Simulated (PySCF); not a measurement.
Ge(H)(Br)(NH2)2 (BrGeH₅N₂), SMILES [NH2][GeH]([Br])[NH2].

Coordinates come from a TPSSh-D3(BJ)/def2-SVP optimisation. This is a generated structure with no PubChem entry under its InChIKey; it may be hypothetical. One conformer was computed; it need not be the lowest.

Level of theory: TPSSh-D3(BJ)/def2-SVP (PySCF).

Frequencies are harmonic and unscaled.

```tsv
mode	ν (cm⁻¹)	IR (km/mol)	moving atoms (share of kinetic energy)
1	145	2.4	N 45 %, H 28 %, Ge 15 %, Br 12 %
2	157	15.6	H 58 %, N 33 %
3	192	8.2	H 44 %, N 34 %, Br 12 %, Ge 10 %
4	210	5.7	H 44 %, N 37 %, Ge 19 %
5	287	34.5	Ge 48 %, Br 44 %
6	325	28.0	H 74 %, N 21 %
7	530	190.2	H 72 %, N 25 %
8	557	235.5	H 67 %, N 32 %
9	693	27.3	H 82 %, N 17 %
10	694	55.5	H 48 %, N 41 %, Ge 11 %
11	717	79.1	H 55 %, N 32 %, Ge 13 %
12	740	43.4	H 51 %, N 38 %, Ge 11 %
13	895	55.6	H 87 %, N 11 %
14	918	29.3	H 85 %, N 13 %
15	1546	37.7	H 91 %, N 9 %
16	1554	13.4	H 91 %, N 9 %
17	2145	146.5	H 99 %
18	3502	15.6	H 96 %
19	3509	18.8	H 96 %
20	3604	17.1	H 91 %, N 9 %
21	3609	22.4	H 91 %, N 9 %
```
